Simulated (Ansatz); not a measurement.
Input file for C$_{2}$H$_{6}$GaN, SMILES `C=C[NH][GaH2]`:

```yaml
crystal:
  periodic: [false, false, false]
  atoms:
    - {symbol: C, position_ang: [-1.384422, 1.422839, -0.225119]}
    - {symbol: C, position_ang: [-0.567311, 0.496173, 0.278668]}
    - {symbol: N, position_ang: [0.356332, -0.253908, -0.418270]}
    - {symbol: Ga, position_ang: [1.483278, -1.529820, 0.263082]}
    - {symbol: H, position_ang: [-1.386487, 1.672849, -1.280909]}
    - {symbol: H, position_ang: [-2.072570, 1.952101, 0.418709]}
    - {symbol: H, position_ang: [-0.598552, 0.277050, 1.343825]}
    - {symbol: H, position_ang: [0.378208, -0.043372, -1.406273]}
    - {symbol: H, position_ang: [2.423425, -2.217478, -0.770720]}
    - {symbol: H, position_ang: [1.368099, -1.776425, 1.797007]}
basis:
  gaussian: {orbitals: def2-SVP}
correlation: {method: ccsd_t}
```

```sh
$ ansatz run in.yaml --threads 4 --pin off --events-out ev --progress --plain
```

The program prints (abridged):

```
Functional definition: HF
1067 factors; integrals over basis functions are off by at most 1.2e-3 eV
mean field evaluation 1: about -55959.0048 eV, gradient 3.2e1 eV
mean field evaluation 2: about -55959.0102 eV, gradient 3.2e1 eV
mean field evaluation 4: about -55961.8988 eV, gradient 3.8e0 eV
mean field evaluation 8: about -55961.9435 eV, gradient 4.0e-4 eV
mean field -55961.94354683 eV, -2056.5634929781 hartree, gradient 2.1e-6 eV, S^2 0.000000; 0 other end points of the search recorded, 0 dependent functions left out
12 core orbitals not correlated: weight in the atoms' cores, before any rotation towards them, 1.000 or more for the frozen orbitals, at most 0.000 for the correlated occupied ones
reference -55961.94354683 eV, -2056.5634929781 hartree; 16, 16 occupied and 76, 76 virtual orbitals, 1067 factors
second order -17.81560440 eV of doubles, -0.00000000 eV of singles
cycle   1  -17.87805464 eV  change   -6.2e-2 eV  update   1.1e-1
cycle   2  -18.49360611 eV  change   -6.2e-1 eV  update   3.7e-2
cycle   3  -18.62709559 eV  change   -1.3e-1 eV  update   2.0e-2
cycle   4  -18.61798886 eV  change    9.1e-3 eV  update   6.3e-3
cycle   5  -18.61818638 eV  change   -2.0e-4 eV  update   3.3e-3
cycle   6  -18.61798403 eV  change    2.0e-4 eV  update   1.2e-3
cycle   7  -18.61773972 eV  change    2.4e-4 eV  update   5.8e-4
cycle   8  -18.61772385 eV  change    1.6e-5 eV  update   1.5e-4
cycle   9  -18.61774967 eV  change   -2.6e-5 eV  update   5.0e-5
cycle  10  -18.61774127 eV  change    8.4e-6 eV  update   1.5e-5
perturbative correction -0.64303125 eV, -0.0236309626 hartree
Total energy: -55981.20431935 eV, -2057.2713133129 hartree
```

Run time 5.5 s (4 threads of a server CPU on a shared host); peak host memory 0.47 GiB.

The correlation energy is -19.261 eV, 3.3 % of it from (T); the T1 diagnostic reads 0.0149.
